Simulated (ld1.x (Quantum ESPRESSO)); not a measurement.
**How hard is this Ir PAW potential?**

iridium, PAW, made with ld1.x (Quantum ESPRESSO) 7.5 (PBE, scalar-relativistic). Core [Xe] 4f14, reference 5d8 6s1 6p0. Waves: 6s (bound): rcut 2.20, rcutus 2.50 bohr; 6s channel at 3.2 Ry: rcut 2.20, rcutus 2.50 bohr; 6p (bound, empty): rcut 3.85, rcutus 4.35 bohr; 6p channel at 1.8 Ry: rcut 3.85, rcutus 4.35 bohr; 5d (bound): rcut 1.65, rcutus 1.90 bohr; 5d channel at 0.15 Ry: rcut 1.65, rcutus 1.90 bohr. Local part: all-electron potential smoothed inside 1.95 bohr (lloc = -1). Core correction: a·sin(br)/r model core, default radius (ld1.x builds one for every PAW set, though the input has nlcc=.false.). Augmentation charge: GAUSS, radius 1.70 bohr.

The pseudo-atom Hamiltonian at the reference potential is diagonalised in spherical Bessel functions j_l(qr) that vanish at 20 bohr, with q² up to the cutoff. All-electron valence levels (Ry): 6s -0.4079, 6p -0.0671, 5d -0.3981.

How do the lowest levels (Ry) of each channel move with the cutoff, and are there ghosts?

```tsv
cutoff (Ry)	s #1	s #2	s #3	p #1	p #2	d #1	f #1	Σ f·Δε (mRy)
8	-0.4078	0.0079	0.1065	-0.0671	0.0558	0.0121	0.1130	3282.4
15	-0.6868	-0.4078	0.0079	-0.0671	0.0558	-0.2644	0.1130	1069.9
21	-1.7131	-0.4079	0.0079	-0.0671	0.0558	-0.3800	0.1130	145.1
35	-1.9492	-0.4079	0.0079	-0.0671	0.0558	-0.3977	0.1130	3.7
45	-1.9571	-0.4079	0.0079	-0.0671	0.0558	-0.3979	0.1130	1.6
60	-1.9583	-0.4079	0.0079	-0.0671	0.0558	-0.3981	0.1130	0.4
400	-1.9583	-0.4079	0.0079	-0.0671	0.0558	-0.3981	0.1130	0.0
```

Result: ghost state, extra bound levels that the all-electron valence spectrum of the same l lacks: s at -26.6 eV (a true bound ghost makes a file unfit for plane-wave use); 10 mRy is reached at 30 Ry and 1 mRy at 50 Ry.
